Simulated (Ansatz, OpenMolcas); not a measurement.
Worked example: AgCl + IF → AgF + ICl

Species: AgCl (silver chloride), singlet; IF (iodine monofluoride), singlet; AgF, singlet; ICl (iodine monochloride), singlet. The partners trade Cl for F: Ag–Cl and I–F bonds give way to Ag–F and I–Cl.

Shapes, held fixed at every level: PBE0-D4/def2-TZVP; IF at the measured bond length. Programs: Ansatz 0.2.0, OpenMolcas 26.06. A level may come from different programs for different species; with the same settings they agree closely. Electronic energies: no zero-point or thermal term.

At CCSD(T)/def2-TZVP; 1 Eh = 2625.50 kJ/mol:

```
species  energy (Eh)
   AgCl  -606.332970
     IF  -396.837046
    AgF  -246.303765
    ICl  -756.853198
```

**Question.** Work out ΔE of the reaction at this level.

**Answer.** 
1. Products less reactants: (-246.303765) + (-756.853198) − [(-606.332970) + (-396.837046)] = 0.013053 Eh = +34.3 kJ/mol.

Other levels give +0.8 (revPBE/STO-3G) to +68.5 kJ/mol (MP2/STO-3G). No measured value is set beside it here. T1 is large for AgCl (0.025), AgF (0.028), so single-reference values are less sure there. For atoms past krypton def2 sets carry core potentials with scalar relativity. All-electron rows are non-relativistic unless named. Outer-core shells of Ag, I are correlated in most correlated rows, in sets that cover them unevenly. The median of the other levels is +49.5 kJ/mol.
